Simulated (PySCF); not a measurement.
**Ionisation energy of Cr by level of theory**

Cr [Ar] 3d5 4s1 (7S) → Cr⁺ [Ar] 3d5 (6S), as a difference of total energies. Computed with PySCF 2.14 in aug-cc-pVDZ-DK (7s6p4d2f, 59 functions), with the spin-free X2C one-electron Hamiltonian (Gaussian nucleus). Correlated levels: valence: [Ar] frozen. The calculations carry no spin-orbit coupling.

| method | ionisation energy (eV) |
| --- | --- |
| UHF | 6.013 |
| LDA | 7.557 |
| PBE | 7.340 |
| PBE0 | 7.013 |
| r2SCAN | 7.311 |
| wB97M-V | 6.706 |
| BHandHLYP | 6.586 |
| BP86 | 7.490 |
| PW91 | 7.394 |
| MP2 (valence) | 6.476 |
| SCS-MP2 (valence) | 6.167 |

Q: How much does correlation contribute at MP2 (valence)?

A: 6.476 − (6.013) = 0.463 eV, measured against UHF.

Errors of the correlated levels include the incompleteness of this basis and the frozen core.

For comparison: 6.767 eV (measured; NIST Atomic Spectra Database, ionization energies).
